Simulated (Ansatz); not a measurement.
`[SiH3]OBCl` + `[NH2][AlH][Cl]` → `[SiH3][NH][AlH][Cl]` + `OBCl`  (ligand exchange at the Si–O bond)

Computed with Ansatz on PBE0-D4/def2-TZVP structures; ΔE is electronic, products minus reactants. CCSD(T)/CBS is the MP2 limit (def2-TZVPP, def2-QZVPP) plus CCSD(T) − MP2 in def2-TZVPP, frozen cores. This one scheme is used for every species. Functionals use def2-TZVPP. HSE06 is defined as in plane-wave codes. Each species was taken in one conformer, which may not be the lowest.

| level | ΔE (kJ/mol) |
| --- | --- |
| HSE06-D4 | 27.7 |
| CCSD(T)/def2-TZVPP | 31.8 |

(1) What does CCSD(T)/CBS give? (An estimate is asked.)

Largest T1 diagnostic among the species: 0.012.

## Answers

(1) Computed: +33.7 kJ/mol. The listed levels differ from it by -6.0, -1.9 kJ/mol.

From BLYP to BHLYP (50 % exact exchange), in def2-TZVPP and without D4, ΔE moves by +3.2 kJ/mol. Leaving LDA and LC-ωPBE aside and taking each functional with its dispersion term where it has one, the values, not all of them listed here, spread over 11.3 kJ/mol, from revPBE-D4 to BHLYP-D4. At CCSD(T), def2-SVP lies −10.8 kJ/mol from the extrapolated value and def2-TZVPP −1.9 kJ/mol.
